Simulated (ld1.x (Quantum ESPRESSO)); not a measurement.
## u(r) = r·R(r): atom against pseudo-atom (aluminium (Al))

Columns: radius, all-electron u(r) and pseudo u(r) of the 3p shell (level -2.68 eV) of aluminium in the configuration [Ne] 3s2 3p1; Wu–Cohen, scalar-relativistic, ultrasoft scheme, ld1.x (Quantum ESPRESSO) 7.5.

```json
{"r (bohr)": "0.158", "all-electron": "0.1306", "pseudo": "-0.0070"}
{"r (bohr)": "0.315", "all-electron": "0.2129", "pseudo": "-0.0275"}
{"r (bohr)": "0.473", "all-electron": "0.1928", "pseudo": "-0.0605"}
{"r (bohr)": "0.630", "all-electron": "0.1169", "pseudo": "-0.1036"}
{"r (bohr)": "0.788", "all-electron": "0.0188", "pseudo": "-0.1549"}
{"r (bohr)": "0.945", "all-electron": "-0.0816", "pseudo": "-0.2109"}
{"r (bohr)": "1.102", "all-electron": "-0.1757", "pseudo": "-0.2689"}
{"r (bohr)": "1.260", "all-electron": "-0.2601", "pseudo": "-0.3265"}
{"r (bohr)": "1.418", "all-electron": "-0.3332", "pseudo": "-0.3807"}
{"r (bohr)": "1.575", "all-electron": "-0.3947", "pseudo": "-0.4291"}
{"r (bohr)": "1.732", "all-electron": "-0.4452", "pseudo": "-0.4706"}
{"r (bohr)": "1.890", "all-electron": "-0.4855", "pseudo": "-0.5044"}
{"r (bohr)": "2.047", "all-electron": "-0.5158", "pseudo": "-0.5299"}
{"r (bohr)": "2.205", "all-electron": "-0.5375", "pseudo": "-0.5477"}
{"r (bohr)": "2.362", "all-electron": "-0.5515", "pseudo": "-0.5583"}
{"r (bohr)": "2.520", "all-electron": "-0.5589", "pseudo": "-0.5629"}
{"r (bohr)": "2.678", "all-electron": "-0.5606", "pseudo": "-0.5625"}
{"r (bohr)": "2.835", "all-electron": "-0.5575", "pseudo": "-0.5580"}
{"r (bohr)": "2.992", "all-electron": "-0.5503", "pseudo": "-0.5504"}
{"r (bohr)": "3.150", "all-electron": "-0.5398", "pseudo": "-0.5398"}
{"r (bohr)": "3.308", "all-electron": "-0.5264", "pseudo": "-0.5264"}
{"r (bohr)": "3.465", "all-electron": "-0.5109", "pseudo": "-0.5109"}
{"r (bohr)": "3.622", "all-electron": "-0.4937", "pseudo": "-0.4937"}
{"r (bohr)": "3.780", "all-electron": "-0.4751", "pseudo": "-0.4751"}
{"r (bohr)": "3.938", "all-electron": "-0.4556", "pseudo": "-0.4556"}
{"r (bohr)": "4.095", "all-electron": "-0.4357", "pseudo": "-0.4357"}
```

(1) How many radial nodes do the two functions have?

(2) At about which radius was the pseudo-wave matched?

(3) Is the pseudo-wave norm-conserving?

Answers

(1) The all-electron 3p function has n − l − 1 = 1; the pseudo-wave has 0, since the states of the same l below it are removed with the core.

(2) 3.15 bohr. The columns agree to 0.0005 from 2.99 bohr on; several derivatives are matched, so the curves merge somewhat inside the radius.

(3) No, it belongs to an ultrasoft set: the norm inside the radius is not constrained, and the difference is carried by the augmentation charge.
